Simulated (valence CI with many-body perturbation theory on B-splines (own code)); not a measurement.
# Pm29+: electric-dipole lines

Computed by relativistic CI+MBPT: four valence electrons over a frozen Dirac-Fock core [Ar] 3d10, a basis of 11 s, 11 p, 9 d, 7 f, 5 g, 2 h, 1 i functions for each j, with the one-electron correlation potential Σ1 (screened to all orders), the two-electron term Σ2, the three-electron term Σ3, Breit, model QED; selected single and double excitations, second order for the rest (own B-spline code, finite nucleus).

The last digits are not significant, and no measured levels were compared; by estimate large intervals hold to a few tenths of a per cent, small ones and those within an open d or f shell to about a per cent.

Lines 151 to 200 of 222 in falling wavelength, among levels below 2197300 cm⁻¹, chosen from the strongest by gf and those to the six lowest levels. Wavelengths and rates use the calculated energies. Electric multipoles are in the length gauge, E1 and E2 with the static RPA response of the core. Weak lines are less certain than strong ones. Lines between different terms over intervals too small for the method are left out, as are lines whose strength nearly cancels. Where a level lies close to another of its J and parity, the split of strength between their lines is uncertain. The highest levels of a list are the least certain.

Levels are named by their leading jj configuration (3d3/2^4 stands for four electrons in 3d with j = 3/2), which in mixed levels can hold well under half, so a name can repeat and another be missing. Letters in brackets count levels of one name in rising energy.

```csv
λ vac (Å),Upper,Lower,A (s⁻¹),S (a.u.)
98.77,(4s 4p1/2 4p3/2 4d5/2) J=3 [c],(4s 4p1/2 4p3/2^2) J=3,5.46e+10,1.82e-01
98.56,(4s^2 4p3/2 4d5/2) J=1,(4s^2 4p3/2^2) J=0,3.52e+11,4.99e-01
98.16,(4s 4p1/2 4p3/2 4d5/2) J=3 [e],(4s^2 4p1/2 4d3/2) J=2 [a],1.54e+11,5.02e-01
97.53,(4s 4p1/2 4p3/2 4d5/2) J=1 [b],(4s 4p1/2 4p3/2^2) J=0,2.41e+10,3.31e-02
97.23,(4s 4p1/2 4p3/2 4d5/2) J=2 [e],(4s 4p1/2 4p3/2^2) J=1 [a],8.12e+10,1.84e-01
97.00,(4s 4p1/2 4p3/2 4d5/2) J=2 [d],(4s^2 4p1/2 4d3/2) J=2 [a],2.97e+10,6.68e-02
95.87,(4s^2 4p3/2 4d5/2) J=3,(4s^2 4p3/2^2) J=2,4.06e+11,1.24e+00
95.41,(4s 4p1/2^2 4d5/2) J=2,(4s 4p1/2^2 4p3/2) J=2,1.97e+09,4.22e-03
95.29,(4s 4p1/2 4p3/2 4d3/2) J=1 [e],(4s 4p1/2 4p3/2^2) J=0,9.55e+10,1.22e-01
95.27,(4s 4p1/2 4p3/2 4d3/2) J=1 [e],(4s^2 4p1/2 4d3/2) J=2 [a],2.13e+10,2.72e-02
95.02,(4s 4p1/2 4p3/2 4d5/2) J=2 [e],(4s^2 4p1/2 4d3/2) J=2 [a],8.07e+10,1.71e-01
94.23,(4s 4p1/2 4p3/2 4d5/2) J=3 [c],(4s 4p1/2 4p3/2^2) J=2,2.39e+11,6.90e-01
94.14,(4s 4p3/2^3) J=2,(4s^2 4p1/2 4p3/2) J=2,1.87e+10,3.85e-02
93.76,(4p3/2^4) J=0,(4s 4p1/2 4p3/2^2) J=1 [a],5.18e+10,2.11e-02
93.33,(4s^2 4p3/2 4d5/2) J=1,(4s^2 4p3/2^2) J=2,3.00e+09,3.61e-03
92.42,(4s 4p1/2 4p3/2 4d3/2) J=1 [a],(4s 4p1/2^2 4p3/2) J=2,6.35e+09,7.43e-03
91.97,(4s 4p3/2^3) J=2,(4s^2 4p1/2 4p3/2) J=1,3.10e+07,5.96e-05
91.78,(4s 4p1/2 4p3/2 4d5/2) J=2 [a],(4s 4p1/2^2 4p3/2) J=1,2.12e+10,4.05e-02
91.68,(4s 4p1/2 4p3/2 4d3/2) J=2 [a],(4s 4p1/2^2 4p3/2) J=2,2.47e+10,4.69e-02
90.78,(4s 4p1/2 4p3/2 4d3/2) J=3 [a],(4s 4p1/2^2 4p3/2) J=2,1.90e+10,4.92e-02
89.88,(4s 4p1/2 4p3/2^2) J=1 [a],(4s^2 4p1/2^2) J=0,3.42e+10,3.68e-02
88.19,(4p1/2 4p3/2^3) J=1,(4s 4p1/2^2 4p3/2) J=2,5.56e+08,5.65e-04
87.92,(4s 4p1/2 4p3/2 4d3/2) J=1 [c],(4s 4p1/2^2 4p3/2) J=1,1.06e+11,1.06e-01
87.90,(4p1/2 4p3/2^3) J=2,(4s 4p1/2^2 4p3/2) J=2,1.46e+10,2.45e-02
87.15,(4s 4p3/2^3) J=1,(4s^2 4p1/2 4p3/2) J=2,1.75e+10,1.71e-02
86.95,(4s 4p1/2 4p3/2 4d3/2) J=1 [e],(4s 4p1/2 4p3/2^2) J=2,4.70e+10,4.57e-02
86.84,(4s 4p3/2^2 4d5/2) J=4,(4s 4p1/2 4p3/2^2) J=3,5.69e+10,1.66e-01
86.75,(4s 4p1/2 4p3/2 4d5/2) J=2 [e],(4s 4p1/2 4p3/2^2) J=2,2.03e+10,3.27e-02
86.65,(4s 4p1/2 4p3/2^2) J=1 [b],(4s^2 4p1/2^2) J=0,6.56e+10,6.32e-02
85.28,(4s 4p3/2^3) J=1,(4s^2 4p1/2 4p3/2) J=1,1.95e+11,1.79e-01
84.94,(4s 4p1/2 4p3/2 4d5/2) J=2 [a],(4s 4p1/2^2 4p3/2) J=2,9.12e+08,1.38e-03
84.35,(4s 4p1/2 4p3/2 4d5/2) J=3 [a],(4s 4p1/2^2 4p3/2) J=2,2.70e+11,5.61e-01
84.23,(4s^2 4p3/2 4d3/2) J=2,(4s^2 4p1/2 4p3/2) J=2,2.56e+11,3.77e-01
84.19,(4s 4p1/2 4p3/2 4d3/2) J=1 [d],(4s 4p1/2^2 4p3/2) J=1,2.45e+11,2.17e-01
82.94,(4s^2 4p3/2 4d3/2) J=3,(4s^2 4p1/2 4p3/2) J=2,4.51e+11,8.89e-01
82.65,(4s 4p1/2 4p3/2 4d3/2) J=2 [b],(4s 4p1/2^2 4p3/2) J=2,4.64e+11,6.47e-01
82.63,(4s 4p1/2 4p3/2 4d3/2) J=3 [b],(4s 4p1/2^2 4p3/2) J=2,6.97e+09,1.36e-02
82.48,(4s^2 4p3/2 4d3/2) J=2,(4s^2 4p1/2 4p3/2) J=1,2.24e+11,3.10e-01
82.34,(4s 4p1/2 4p3/2 4d3/2) J=1 [b],(4s 4p1/2^2 4p3/2) J=2,4.57e+11,3.78e-01
82.15,(4s 4p1/2 4p3/2 4d3/2) J=2 [c],(4s 4p1/2^2 4p3/2) J=1,3.92e+11,5.36e-01
81.73,(4s 4p1/2 4p3/2 4d5/2) J=2 [b],(4s 4p1/2^2 4p3/2) J=2,1.86e+10,2.51e-02
81.62,(4s 4p1/2 4p3/2 4d3/2) J=1 [c],(4s 4p1/2^2 4p3/2) J=2,1.06e+09,8.56e-04
81.62,(4s^2 4p3/2 4d3/2) J=0,(4s^2 4p1/2 4p3/2) J=1,4.08e+11,1.09e-01
81.57,(4s 4p1/2 4p3/2 4d3/2) J=0 [b],(4s 4p1/2^2 4p3/2) J=1,2.64e+11,7.06e-02
81.44,(4s 4p1/2 4p3/2 4d5/2) J=3 [b],(4s 4p1/2^2 4p3/2) J=2,7.35e+10,1.37e-01
81.29,(4s^2 4p3/2 4d3/2) J=1,(4s^2 4p1/2 4p3/2) J=2,5.12e+10,4.07e-02
80.57,(4s^2 4p1/2 4d3/2) J=1,(4s^2 4p1/2^2) J=0,4.67e+11,3.62e-01
79.66,(4s^2 4p3/2 4d3/2) J=1,(4s^2 4p1/2 4p3/2) J=1,1.69e+11,1.27e-01
79.46,(4s 4p1/2 4p3/2 4d5/2) J=2 [c],(4s 4p1/2^2 4p3/2) J=1,2.96e+10,3.67e-02
79.27,(4s^2 4p3/2 4d5/2) J=2,(4s^2 4p1/2 4p3/2) J=2,1.25e+10,1.53e-02
```
